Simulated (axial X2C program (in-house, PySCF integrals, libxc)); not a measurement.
**Curves of YS from open-shell CI on d0 s1 p(π)0**

Calculated with an axial X2C code built on PySCF integrals: two-component X2C with atomic mean-field Coulomb and Gaunt terms, basis Y dyall-v3z, S dyall-av3z (cores contracted in-house). Orbitals come from Hartree–Fock averaged over the configuration Y d0 s1 p(π)0; CI then distributes these electrons over the d, s, p(π) shells of Y.

Scan along the bond; masses Y 88.906 u, S 31.972 u. Energies in cm⁻¹ from the lowest point; levels are followed by energy order within each Ω. Lowest level at 2.299 Å: 100% s1.

| R (Å) | (1)Ω=1/2 | (2)Ω=1/2 | (1)Ω=3/2 | (2)Ω=3/2 | (1)Ω=5/2 |
| --- | --- | --- | --- | --- | --- |
| 2.138 | 2772 | 16412 | 16784 | 17404 | 17603 |
| 2.219 | 614 | 14041 | 14421 | 14768 | 14973 |
| 2.299 | 0 | 13166 | 13526 | 13662 | 13848 |
| 2.391 | 703 | 13505 | 13661 | 13931 | 13918 |
| 2.483 | 2511 | 14884 | 14795 | 15306 | 15056 |
| 2.586 | 5443 | 17264 | 16932 | 17683 | 17201 |
| 2.713 | 9889 | 20934 | 20344 | 21345 | 20625 |

(1) Fit the curves (1)Ω=1/2, (2)Ω=1/2, (1)Ω=5/2 near their minima.

The 5 lowest curves are shown; the next is (3)Ω=1/2, from 15121 cm⁻¹.

There is no dynamic correlation: spin–orbit spacings and, for f shells, spacings inside one term are the most reliable numbers, splittings between terms come out too wide, and energies between configurations are not reliable, so the lowest level need not be the ground state of the molecule. For d shells the ligand-field splittings (σ, π, δ) and their order can be off by a thousand cm⁻¹ or more. At most 6 roots were kept for each Ω > 0 (twice that for Ω = 0) within 3.2 eV of the lowest, so higher up levels can be missing between those listed; levels with Ω > 0 are doubly degenerate and listed once, Ω = 0 levels singly. Some active spinors are only partly of the character that their shell is named for, so the shell names and counts are nominal. States that fill the shells left empty in the average are placed too high.

Answers

(1) From the open-shell CI curves, Te from the lowest:

```csv
level,Te (cm⁻¹),Re (Å),ωe (cm⁻¹)
(1)Ω=1/2,0,2.298,508.2
(2)Ω=1/2,13132,2.320,477.7
(1)Ω=5/2,13723,2.339,465.8
```

Without dynamic correlation distances can be off by several hundredths of an Å (long for ionic bonds, short for multiple bonds) and the wavenumbers are rough.
